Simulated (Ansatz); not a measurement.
Geometry optimisation of C₂H₇BO₂S, SMILES `CCSB(O)O`.

```yaml
crystal:
  periodic: [false, false, false]
  atoms:
    - {symbol: C, position_ang: [-0.994095, -1.497514, 0.491797]}
    - {symbol: C, position_ang: [-1.256955, -0.330961, -0.451689]}
    - {symbol: S, position_ang: [-0.688017, 1.295612, 0.207434]}
    - {symbol: B, position_ang: [1.120353, 1.191359, -0.060465]}
    - {symbol: O, position_ang: [1.962174, 2.194779, 0.362196]}
    - {symbol: O, position_ang: [1.649811, 0.097987, -0.697567]}
    - {symbol: H, position_ang: [-1.403141, -2.438080, 0.065266]}
    - {symbol: H, position_ang: [-1.466971, -1.333192, 1.480635]}
    - {symbol: H, position_ang: [0.093710, -1.637257, 0.643895]}
    - {symbol: H, position_ang: [-2.341479, -0.191868, -0.633231]}
    - {symbol: H, position_ang: [-0.767900, -0.487110, -1.432573]}
    - {symbol: H, position_ang: [1.494963, 2.917826, 0.815563]}
    - {symbol: H, position_ang: [2.618046, 0.183719, -0.776361]}
basis:
  gaussian: {orbitals: def2-TZVP}
hamiltonian: {xc: pbe0, dispersion: d4}
relax: {f_tol: 0.005, max_steps: 150}
```

```sh
$ ansatz run in.yaml --threads 2 --pin off --events-out ev --progress --plain --max-ram 32768MiB --backend cuda --devices 0, --max-vram 18GiB
```

It prints (some lines left out):

```
Functional definition: PBE0
mean field -17789.23038755 eV, -653.7421587690 hartree, gradient 9.5e-6 eV, S^2 0.000000; 0 other end points of the search recorded, 0 dependent functions left out
relax step   1: F+E_penalty+E_count = -17789.46855608 eV  Δ(F+E_penalty+E_count) = +0.000e0 eV  max|allowed force component| = 6.346e-1 eV/Å  Δτ_max = 0.0000 Å  (29 SCF iters, accepted)
mean field -17789.27278242 eV, -653.7437167518 hartree, gradient 1.0e-5 eV, S^2 0.000000; 0 other end points of the search recorded, 0 dependent functions left out
relax step   2: F+E_penalty+E_count = -17789.51164339 eV  Δ(F+E_penalty+E_count) = -4.309e-2 eV  max|allowed force component| = 2.334e-1 eV/Å  Δτ_max = 0.0230 Å  (32 SCF iters, accepted)
mean field -17789.27582369 eV, -653.7438285165 hartree, gradient 1.0e-5 eV, S^2 0.000000; 0 other end points of the search recorded, 0 dependent functions left out
relax step   3: F+E_penalty+E_count = -17789.51488123 eV  Δ(F+E_penalty+E_count) = -3.238e-3 eV  max|allowed force component| = 2.011e-1 eV/Å  Δτ_max = 0.0259 Å  (32 SCF iters, accepted)
mean field -17789.27896734 eV, -653.7439440433 hartree, gradient 1.0e-5 eV, S^2 0.000000; 0 other end points of the search recorded, 0 dependent functions left out
relax step   4: F+E_penalty+E_count = -17789.51790369 eV  Δ(F+E_penalty+E_count) = -3.022e-3 eV  max|allowed force component| = 2.499e-2 eV/Å  Δτ_max = 0.0208 Å  (32 SCF iters, accepted)
mean field -17789.27926764 eV, -653.7439550793 hartree, gradient 8.9e-6 eV, S^2 0.000000; 0 other end points of the search recorded, 0 dependent functions left out
relax step   5: F+E_penalty+E_count = -17789.51821191 eV  Δ(F+E_penalty+E_count) = -3.082e-4 eV  max|allowed force component| = 1.367e-2 eV/Å  Δτ_max = 0.0060 Å  (32 SCF iters, accepted)
mean field -17789.27949996 eV, -653.7439636167 hartree, gradient 8.9e-6 eV, S^2 0.000000; 0 other end points of the search recorded, 0 dependent functions left out
relax step   6: F+E_penalty+E_count = -17789.51826142 eV  Δ(F+E_penalty+E_count) = -4.952e-5 eV  max|allowed force component| = 1.047e-2 eV/Å  Δτ_max = 0.0088 Å  (31 SCF iters, accepted)
mean field -17789.27959140 eV, -653.7439669771 hartree, gradient 8.9e-6 eV, S^2 0.000000; 0 other end points of the search recorded, 0 dependent functions left out
relax step   7: F+E_penalty+E_count = -17789.51829013 eV  Δ(F+E_penalty+E_count) = -2.871e-5 eV  max|allowed force component| = 5.587e-3 eV/Å  Δτ_max = 0.0068 Å  (32 SCF iters, accepted)
mean field -17789.27955921 eV, -653.7439657943 hartree, gradient 8.9e-6 eV, S^2 0.000000; 0 other end points of the search recorded, 0 dependent functions left out
relax step   8: F+E_penalty+E_count = -17789.51829907 eV  Δ(F+E_penalty+E_count) = -8.939e-6 eV  max|allowed force component| = 2.822e-3 eV/Å  Δτ_max = 0.0023 Å  (32 SCF iters, accepted)
mean field -17789.27955921 eV, -653.7439657943 hartree, gradient 8.9e-6 eV, S^2 0.000000; 1 other end points of the search recorded, 0 dependent functions left out
Total energy: -17789.51833172 eV, -653.7527405222 hartree
Atom 0 at    -1.010861    -1.502087     0.494590 Å, force     0.000844     0.000024    -0.001098 eV/Å
Atom 1 at    -1.238712    -0.332777    -0.439082 Å, force    -0.001389     0.000376     0.000397 eV/Å
Atom 2 at    -0.667185     1.255966     0.238797 Å, force     0.000568    -0.000952     0.000034 eV/Å
Atom 3 at     1.121812     1.181764    -0.060786 Å, force     0.001501     0.002822     0.001366 eV/Å
Atom 4 at     1.941061     2.197553     0.346538 Å, force    -0.000475    -0.002248    -0.000879 eV/Å
Atom 5 at     1.669740     0.115956    -0.706510 Å, force    -0.000802    -0.000262    -0.000410 eV/Å
Atom 6 at    -1.416971    -2.418871     0.056842 Å, force     0.000360    -0.000314    -0.000092 eV/Å
Atom 7 at    -1.498510    -1.337946     1.457372 Å, force    -0.000100     0.000714     0.000354 eV/Å
Atom 8 at     0.055063    -1.653008     0.670157 Å, force    -0.000067     0.000182     0.000483 eV/Å
Atom 9 at    -2.302668    -0.185833    -0.634512 Å, force     0.000389     0.000213     0.000032 eV/Å
Atom 10 at    -0.741205    -0.485521    -1.396553 Å, force     0.000615    -0.000353    -0.000408 eV/Å
Atom 11 at     1.488248     2.913047     0.796866 Å, force    -0.000818     0.000095     0.000107 eV/Å
Atom 12 at     2.620687     0.217056    -0.808819 Å, force    -0.000627    -0.000298     0.000115 eV/Å
Dipole moment:     0.076912    -0.051606    -0.013499 e Å
```

Hardware: 2 threads of an AMD EPYC 7R13 on a shared host and a share of an NVIDIA H100 80 GB. Wall time 29 s, peak host memory 0.85 GiB.
